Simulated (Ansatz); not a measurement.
**Pulling the pair apart**

The pair of K⁺ (SMILES [K+], atom 1) and HCl (SMILES Cl, atoms 2–3), both closed shells, in one local arrangement (a lower one may exist), relaxed at PBE0-D4/def2-TZVP:

```json
{"atom": "K1", "x (Å)": "0.0355", "y (Å)": "-0.0663", "z (Å)": "-2.3342"}
{"atom": "Cl2", "x (Å)": "0.2432", "y (Å)": "-0.4541", "z (Å)": "0.8400"}
{"atom": "H3", "x (Å)": "-0.2787", "y (Å)": "0.5204", "z (Å)": "1.4942"}
```

HCl is shifted rigidly along the line between the mean atom positions of the two fragments (negative: closer). Counterpoise interaction energies in kcal/mol. Ansatz 0.2.0; basis: def2-TZVPPD; cores frozen in the correlated methods. The outer core shell of Li, Na, Mg and K is correlated. The def2 sets are not built for correlating such inner shells, so the correlated values are less sure here. B3LYP uses VWN-RPA correlation.

```tsv
shift (Å)	B3LYP-D4	MP2	PBE-D4
-0.32	-5.69	-4.77	-5.93
-0.16	-7.01	-6.16	-7.15
0.00	-7.41	-6.56	-7.47
0.16	-7.41	-6.44	-7.37
0.38	-7.43	-5.86	-7.10
0.80	-6.44	-4.55	-5.89
1.60	-3.74	-2.74	-3.43
3.20	-1.45	-1.27	-1.39
```

Problem. What does CCSD(T) give at these shifts? (An estimate is asked for; the value comes from the calculation.)

Solution. By the calculation: -4.41, -5.88, -6.34, -6.25, -5.72, -4.45, -2.69, -1.24 kcal/mol. For zero shift, CCSD(T) at an estimated basis limit (MP2 extrapolated from triple and quadruple zeta, plus CCSD(T) − MP2 in triple zeta) gives -7.13 kcal/mol. These are counterpoise interaction energies, counted from the two frozen fragments.

The T1 diagnostic stays at or below 0.005.

For scale, one of the runs: CCSD(T)/def2-TZVPPD, 104 basis functions, launched by `ansatz run in.yaml --threads 2 --pin off --events-out ev --progress --plain --max-ram 5222MiB`. The run took about 2.2 s on 2 CPU threads of an Arm Neoverse V1 (shared host).
